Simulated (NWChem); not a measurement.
System: C4H4ClF; SMILES F[C@@H]1CC=C1Cl

NWChem printed, in part:

```
             Northwest Computational Chemistry Package (NWChem) 7.3.0
             --------------------------------------------------------

                             Geometry "geometry" -> ""
                             -------------------------

 Output coordinates in angstroms (scale by  1.889725989 to convert to a.u.)

  No.       Tag          Charge          X              Y              Z
 ---- ---------------- ---------- -------------- -------------- --------------
    1 F                    9.0000     1.52520200     1.30671400     0.24645100
    2 C                    6.0000     0.40951800     0.94308900    -0.44482100
    3 C                    6.0000    -0.90358600     1.67318800    -0.05258200
    4 C                    6.0000    -1.45861100     0.29918700     0.25357500
    5 C                    6.0000    -0.29122600    -0.30957800     0.00097900
    6 Cl                  17.0000     0.25279800    -1.92491500     0.05510200
    7 H                    1.0000     0.64254700     0.97439200    -1.52325800
    8 H                    1.0000    -0.75587300     2.32133700     0.82505200
    9 H                    1.0000    -1.39834400     2.24533200    -0.85462900
   10 H                    1.0000    -2.45172100    -0.05984300     0.52798200

 Effective nuclear repulsion energy (a.u.)     274.8120386466

                                 NWChem DFT Module
                                 -----------------

 Summary of "ao basis" -> "ao basis" (spherical)
 ------------------------------------------------------------------------------
       Tag                 Description            Shells   Functions and Types
 ---------------- ------------------------------  ------  ---------------------
 F                          def2-svp                 6       14   3s2p1d
 C                          def2-svp                 6       14   3s2p1d
 Cl                         def2-svp                 8       18   4s3p1d
 H                          def2-svp                 3        5   2s1p

 in cosmo_initialize ...

 solvent parameters
 solvname_short: unkn
 solvname_long:  unknown
 dielec:        2.4000

          ---------------
          -cosmo- solvent
          ---------------
 Cosmo: York-Karplus, doi: 10.1021/jp992097l
 dielectric constant -eps-     =   2.40
 screen = (eps-1)/(eps    )    =   0.58333
 surface charge correction     = lagrangian

   van der Waals surface
 --------------------------

[...]

                                   COSMO solvation results
                                   -----------------------

                 gas phase energy =      -714.357234704948
                 sol phase energy =      -714.360109966560
 (electrostatic) solvation energy =         0.002875261612 (    1.80 kcal/mol)

                       DFT Final Molecular Orbital Analysis
                       ------------------------------------

 Vector   25  Occ=2.000000D+00  E=-3.956721D-01
              MO Center= -5.2D-03,  1.0D+00, -1.7D-01, r^2= 2.8D+00
   Bfn.  Coefficient  Atom+Function         Bfn.  Coefficient  Atom+Function
  ----- ------------  ---------------      ----- ------------  ---------------
    32      0.315380   3 C  px               18     -0.238900   2 C  px
    89     -0.235093   7 H  s                20      0.220502   2 C  pz
     4     -0.217486   1 F  px                6      0.215258   1 F  pz
     7      0.168195   1 F  px              104      0.160404  10 H  s
     9     -0.157854   1 F  pz               46     -0.156867   4 C  px

 Vector   26  Occ=2.000000D+00  E=-3.694484D-01
              MO Center=  1.9D-01, -9.1D-01, -2.4D-02, r^2= 3.2D+00
   Bfn.  Coefficient  Atom+Function         Bfn.  Coefficient  Atom+Function
  ----- ------------  ---------------      ----- ------------  ---------------
    81      0.451126   6 Cl px               78      0.320044   6 Cl px
    19      0.245934   2 C  py               82      0.229991   6 Cl py
    83     -0.193960   6 Cl pz               60     -0.184552   5 C  px
    75      0.183195   6 Cl px                5      0.176826   1 F  py
    79      0.171433   6 Cl py                8     -0.138254   1 F  py

 Vector   27  Occ=2.000000D+00  E=-3.142791D-01
              MO Center= -5.9D-01, -2.8D-01,  9.8D-02, r^2= 3.2D+00
   Bfn.  Coefficient  Atom+Function         Bfn.  Coefficient  Atom+Function
  ----- ------------  ---------------      ----- ------------  ---------------
    83     -0.377235   6 Cl pz               48      0.348275   4 C  pz
    62      0.311817   5 C  pz               51      0.262434   4 C  pz
    80     -0.248414   6 Cl pz               65      0.207206   5 C  pz
    77     -0.142171   6 Cl pz               94     -0.140240   8 H  s
    99      0.128657   9 H  s                81     -0.123805   6 Cl px

 Vector   28  Occ=0.000000D+00  E= 2.553788D-02
              MO Center= -7.7D-01,  6.1D-02,  1.1D-01, r^2= 2.7D+00
   Bfn.  Coefficient  Atom+Function         Bfn.  Coefficient  Atom+Function
  ----- ------------  ---------------      ----- ------------  ---------------
    51      0.642345   4 C  pz               65     -0.546572   5 C  pz
    48      0.403640   4 C  pz               62     -0.390555   5 C  pz
    90     -0.234829   7 H  s                83      0.226414   6 Cl pz
    63     -0.209799   5 C  px               95     -0.164026   8 H  s
     3      0.147144   1 F  s                21     -0.135934   2 C  px

 Vector   29  Occ=0.000000D+00  E= 1.110433D-01
              MO Center= -7.5D-01,  5.6D-01, -3.8D-01, r^2= 6.9D+00
   Bfn.  Coefficient  Atom+Function         Bfn.  Coefficient  Atom+Function
  ----- ------------  ---------------      ----- ------------  ---------------
    31      1.698770   3 C  s               100     -1.094014   9 H  s
   105     -0.791112  10 H  s                59      0.775895   5 C  s
    90     -0.748464   7 H  s                95     -0.645217   8 H  s
    82     -0.563759   6 Cl py               49     -0.446725   4 C  px
    74     -0.426922   6 Cl s                23     -0.351721   2 C  pz

[...]
```

Level: M06-2X/def2-SVP, COSMO on the gas-phase geometry. Geometry: optimised at PBE0/def2-SVP. COSMO prints the solvation energy as gas minus solution, so a positive value is a stabilisation.

Problem. Write an input that gives this output.

Solution. One answer among several that fit: the input that was run:
```
start job
memory heap 200 mb stack 900 mb global 1100 mb
geometry units angstroms noautosym nocenter noautoz
  F      1.525202     1.306714     0.246451
  C      0.409518     0.943089    -0.444821
  C     -0.903586     1.673188    -0.052582
  C     -1.458611     0.299187     0.253575
  C     -0.291226    -0.309578     0.000979
  Cl     0.252798    -1.924915     0.055102
  H      0.642547     0.974392    -1.523258
  H     -0.755873     2.321337     0.825052
  H     -1.398344     2.245332    -0.854629
  H     -2.451721    -0.059843     0.527982
end
basis spherical
  F library def2-svp
  C library def2-svp
  Cl library def2-svp
  H library def2-svp
end
dft
  xc m06-2x
  iterations 150
end
cosmo
  dielec 2.4
end
task dft energy
```
